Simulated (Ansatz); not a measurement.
A run on FH2NOSW (`[NH2][W](=[O])([F])=[S]`) with other settings.

```yaml
crystal:
  periodic: [false, false, false]
  atoms:
    - {symbol: N, position_ang: [-0.508169, 0.942671, -0.520730]}
    - {symbol: W, position_ang: [0.319662, -0.628324, 0.209779]}
    - {symbol: O, position_ang: [-0.886294, -1.815271, 0.311740]}
    - {symbol: F, position_ang: [1.696131, -1.223333, -0.890918]}
    - {symbol: S, position_ang: [1.073182, -0.141661, 2.145331]}
    - {symbol: H, position_ang: [-1.381622, 0.910601, -1.026849]}
    - {symbol: H, position_ang: [-0.251789, 1.887317, -0.274052]}
basis:
  gaussian: {orbitals: def2-TZVPP}
hamiltonian: {xc: {name: wB97M-V}}
```

```sh
$ ansatz run in.yaml --threads 2 --pin off --events-out ev --progress --plain --max-ram 31744MiB --backend cpu
```

Output, abridged:

```
Functional definition: wB97M-V
1211 factors; their error is unknown
244 factors; integrals over basis functions are off by at most 1.5e-5 eV
mean field evaluation 1: about -18938.3779 eV, gradient 8.6e1 eV
mean field evaluation 2: about -18888.0899 eV, gradient 2.0e2 eV
mean field evaluation 4: about -18951.1888 eV, gradient 1.2e1 eV
mean field evaluation 8: about -18951.4304 eV, gradient 8.8e-2 eV
mean field evaluation 16: about -18951.4544 eV, gradient 6.1e-4 eV
mean field -18951.45440746 eV, -696.4531037172 hartree, gradient 6.8e-5 eV, S^2 0.000000; 0 other end points of the search recorded, 0 dependent functions left out
reference -18951.45445275 eV, -696.4531053812 hartree; 28, 28 occupied and 191, 191 virtual orbitals, 1211 factors
Total energy: -18951.45445275 eV, -696.4531053812 hartree
```

Hardware: 2 threads of a server CPU on a shared host. Wall time 11 s, peak host memory 0.6 GiB.
